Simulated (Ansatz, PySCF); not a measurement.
Noncovalent pair: CH2O (SMILES C=O) (first 4 atoms) with H2Se (SMILES [SeH2]); geometry from B3LYP-D3(BJ)/def2-TZVP, rigid monomers moved along the line of their centres of mass till O2···Se5 is 3.71 Å.
(charge 0, multiplicity 1):
```tsv
atom	x (Å)	y (Å)	z (Å)
C	0.3537	0.0670	-0.3292
O	1.0838	-0.6681	0.2779
H	0.2041	-0.0338	-1.4210
H	-0.2039	0.8785	0.1737
Se	0.8731	0.8291	3.6676
H	0.4328	-0.5704	3.6483
H	0.2268	1.0646	4.9695
```

Counterpoise-corrected where a basis set is named; no monomer relaxation. Rows marked so take none.

Rows in 6-31G* carry no dispersion term and start afresh at each structure (6-31G* with six Cartesian d functions); the Pople sets are all-electron and without relativity.

Programs: Ansatz (an electronic-structure program); PySCF for 6-31G* rows. Each number belongs to the level named beside it.

Give the interaction energy at the level HF/6-31G* (no counterpoise).

-66 meV

What interaction energy does B3LYP/def2-TZVPPD give?

-37 meV

Estimate the interaction energy that wB97X-V/def2-TZVPPD returns for this input.

-79 meV
